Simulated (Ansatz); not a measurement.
Ansatz (a quantum-chemistry and plane-wave program) input:
A basis named .json is the Basis Set Exchange file of that set.

Ansatz 0.2 input:
```yaml
crystal:
  periodic: [false, false, false]
  atoms:
    - {symbol: O, position_ang: [-0.00000000, -0.00000000, -2.05214360]}
    - {symbol: B, position_ang: [-0.00000000, -0.00000000, -0.81622604]}
    - {symbol: B, position_ang: [0.00000000, 0.00000000, 0.81622604]}
    - {symbol: O, position_ang: [0.00000000, 0.00000000, 2.05214360]}
basis:
  gaussian:
    orbitals: cc-pVQZ
    fitting: {mean_field: def2-universal-jkfit, correlation: cc-pVQZ-RIFIT.json}
total_charge: 1
magnetization: {spin_polarized: true, initial_magnetization: 1}
correlation: {method: mp2, electrons: outside_noble_gas}
```

### Question
What final total energy does it print?

### Answer
-199.39694 Eh (RI-MP2/cc-pVQZ). The basis has 220 functions.

The determinant is spin-contaminated: <S^2> is 1.26 against 0.75 for a pure state.
